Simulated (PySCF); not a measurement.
## TDDFT excited states: C5H11BO3

Species: C₅H₁₁BO₃.
Numbering: `[CH2:1]=[CH:2][O:3][B:4]([OH:5])[O:6][CH:7]([CH3:8])[CH3:9]` (hydrogens: H10, H11 on C1; H12 on C2; H13 on O5; H14 on C7; H15, H16, H17 on C8; H18, H19, H20 on C9)

Computed with TDDFT CAM-B3LYP/def2-SVPD, vertical, gas phase, core orbitals frozen in the response (PySCF 2.14.0, density-fitted response routines). Geometry: PBE0-D3(BJ)/def2-SVP, one conformer, isolated molecule.

Task: Predict the UV-vis stick spectrum at this level.

Result: 

```tsv
state	E (eV)	ν̃ (cm⁻¹)	f	|μ| (D)	main configurations (H = HOMO, L = LUMO)
S1	6.44	51950	0.018	0.86	H→L (81%), H→L+3 (14%)
S2	6.89	55590	0.260	3.15	H→L+2 (70%), H→L+1 (25%)
S3	7.26	58520	0.013	0.70	H→L+3 (64%), H→L (12%), H→L+7 (9%)
S4	7.46	60140	0.012	0.66	H→L+1 (44%), H→L+5 (20%), H→L+2 (16%)
S5	8.04	64860	0.0018	0.24	H-1→L (78%)
S6	8.26	66640	0.0021	0.26	H→L+7 (45%), H→L+5 (17%), H→L+6 (12%)
S7	8.32	67080	0.016	0.72	H→L+4 (50%), H→L+8 (31%), H→L+7 (9%)
S8	8.34	67230	0.0002	0.07	H-3→L+2 (54%), H-3→L+1 (17%), H-2→L+2 (12%)
S9	8.48	68360	0.0038	0.34	H→L+6 (22%), H→L+5 (19%), H→L+1 (18%)
S10	8.58	69200	0.011	0.58	H-2→L (75%)
```

Triplets (Tamm–Dancoff): T1 4.28 eV, H→L+2 (66%), H→L+1 (21%); T2 6.35 eV, H→L (76%), H→L+3 (17%); T3 7.16 eV, H→L+3 (61%), H→L (14%), H→L+7 (10%); T4 7.37 eV, H→L+1 (41%), H→L+5 (23%), H→L+2 (14%).

The lowest singlet comes at 193 nm (621 kJ/mol) in the vacuum ultraviolet; it is weak; its leading configuration is HOMO→LUMO (81%). The strongest level in the table is S2 at 6.89 eV (180 nm, f = 0.260). Löwdin shares by element: HOMO carbon 66% or more, oxygen 20% or more; LUMO boron 42%, oxygen 25% or more, hydrogen 9% or more (atoms not listed hold the other 24%). The listed states span 2.14 eV, and the widest gap between neighbours is 0.59 eV (S4 to S5). Of the 10 states listed, 6 reach f = 0.01 and 1 stays under 0.0005. Orbital energies (eV): HOMO-3 -11.05, HOMO-2 -10.43, HOMO-1 -10.05, HOMO -8.27, LUMO 0.75, LUMO+1 1.57, LUMO+2 1.60. The vertical ionisation energy (ΔSCF) is 9.18 eV, 0.60 eV above S10. Only the lowest 10 singlets were computed, as vertical energies without vibronic structure.

The run took 7.7 min of wall time on one thread, Intel Xeon at 2.50 GHz (x86_64), no GPU, shared host with 64 logical CPUs at a one-minute load of 59, and the process peaked at 1.4 GiB of memory.
